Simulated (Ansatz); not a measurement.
`CO[Si](F)(Cl)[SeH]` + H₂ → `CO[SiH](F)[SeH]` + HCl  (hydrogenolysis of the Si–Cl bond)

Computed with Ansatz on PBE0-D4/def2-TZVP structures; ΔE is electronic, products minus reactants. CCSD(T)/CBS is the MP2 limit (def2-TZVPP, def2-QZVPP) plus CCSD(T) − MP2 in def2-TZVPP, frozen cores. This one scheme is used for every species. Functionals use def2-TZVPP. B3LYP here is the variant with VWN-RPA as its local correlation; programs differ in this. For Se outer-core shells are correlated without core-valence functions, which leaves a few kJ/mol of doubt a bond. Scalar relativity is left out up to krypton. One conformer a species, not always the lowest.

`CO[Si](F)(Cl)[SeH]`:

Z-matrix (Å, degrees):
```
C
O 1 1.418
H 1 1.090 2 107.6
H 1 1.094 2 111.4 3 119.6
H 1 1.093 2 110.4 3 -119.1
Si 2 1.611 1 126.3 3 -165.3
Cl 6 2.025 2 106.7 1 -174.9
F 6 1.588 2 111.6 1 -58.5
Se 6 2.256 2 109.7 1 61.2
H 9 1.469 6 91.4 2 -156.7
```

H₂:

Cartesian coordinates in Å:
```
H 0.272 -0.228 -0.114
H -0.272 0.228 0.114
```

`CO[SiH](F)[SeH]`:

Cartesian coordinates in Å:
```
C 0.497 -1.007 -1.083
O 0.691 -0.555 0.240
Si 0.230 0.879 0.839
F 0.603 0.801 2.379
Se -1.978 1.282 0.543
H 1.131 -0.454 -1.784
H 0.771 -2.061 -1.120
H -0.547 -0.898 -1.391
H 0.947 2.024 0.237
H -2.345 -0.011 1.139
```

HCl:

Z-matrix (Å, degrees):
```
Cl
H 1 1.279
```

```
             level  ΔE (kJ/mol)
           ωB97X-V         82.5
               PBE         77.8
             B3LYP         72.3
SCS-MP2/def2-QZVPP         83.6
```

(1) What does CCSD(T)/CBS give? (An estimate is asked.)

Largest T1 diagnostic among the species: 0.011.

Results:

(1) Computed: +83.4 kJ/mol. The listed levels differ from it by -0.9, -5.6, -11.1, 0.2 kJ/mol.

In def2-TZVPP, CCSD(T) changes the Hartree–Fock value by +12.8 kJ/mol (the triples alone add +4.3 kJ/mol) and MP2 by +22.8 kJ/mol. The D4 term adds +11.5 kJ/mol with B3LYP and +6.1 kJ/mol with PBE0; it sums over pairs of atoms, weighted by their polarisabilities, and B3LYP, whose exchange is more repulsive, gets the larger term.
